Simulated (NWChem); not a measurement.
System meant: SiSH cation, singlet; SMILES [Si]=[SH+]

Input file for NWChem:

```
start job
memory heap 200 mb stack 900 mb global 1100 mb
charge 1
geometry units angstroms noautoz
  Si    -0.035020    -1.096126     0.000000
  S      0.106931     0.964392     0.000000
  H     -1.259293     1.042319     0.000000
end
basis spherical
  * library def2-svp
end
dft
  xc b3lyp
  iterations 4
  mulliken
end
task dft energy
```

End of the output:

```
    Atom       Charge   Shell Charges
 -----------   ------   -------------------------------------------------------
    1 Si  14    13.35   2.00  1.97  1.19  0.66  5.79  0.86  0.73  0.15
    2 S   16    15.71   2.00  1.95  1.01  0.65  5.81  1.86  2.36  0.07
    3 H    1     0.94   0.58  0.28  0.08

 center of mass
 --------------
 x =   0.04007427 y =  -0.02903518 z =   0.00000000

 moments of inertia (a.u.)
 ------------------
         230.571207091126           0.000000000000           0.000000000000
           0.000000000000           6.533213877845           0.000000000000
           0.000000000000           0.000000000000         237.104420968971

     Multipole analysis of the density
     ---------------------------------

     L   x y z        total         alpha         beta         nuclear
     -   - - -        -----         -----         ----         -------
     0   0 0 0      1.000000    -15.000000    -15.000000     31.000000

     1   1 0 0     -0.347588     -0.173794     -0.173794     -0.000000
     1   0 1 0     -0.948693     -0.474347     -0.474347      0.000000
     1   0 0 1      0.000000      0.000000      0.000000      0.000000

     2   2 0 0    -13.899741    -10.116578    -10.116578      6.333415
     2   1 1 0     -1.183147      0.516584      0.516584     -2.216315
     2   1 0 1      0.000000      0.000000      0.000000      0.000000
     2   0 2 0    -13.099073    -65.042753    -65.042753    116.986432
     2   0 1 1      0.000000      0.000000      0.000000      0.000000
     2   0 0 2    -16.993560     -8.496780     -8.496780      0.000000

 ------------------------------------------------------------------------
 dft energy failed                                                                                  0
 ------------------------------------------------------------------------
 ------------------------------------------------------------------------
  current input line :
    17: task dft energy
 ------------------------------------------------------------------------
 ------------------------------------------------------------------------
 This type of error is most commonly associated with calculations not reaching convergence criteria
 ------------------------------------------------------------------------
 For more information see the NWChem manual at https://nwchemgit.github.io

0:dft energy failed:Received an Error in Communication
```

Find the fault in this run and fix the input.

The run did not converge; its last values are not results. Cause: the SCF was allowed too few iterations. This input runs:
```
start job
memory heap 200 mb stack 900 mb global 1100 mb
charge 1
geometry units angstroms noautoz
  Si    -0.035020    -1.096126     0.000000
  S      0.106931     0.964392     0.000000
  H     -1.259293     1.042319     0.000000
end
basis spherical
  Si library def2-svp
  S library def2-svp
  H library def2-svp
end
dft
  xc b3lyp
  iterations 150
  mulliken
end
task dft energy
```
It converges to -687.78548 Ha (B3LYP/def2-SVP).
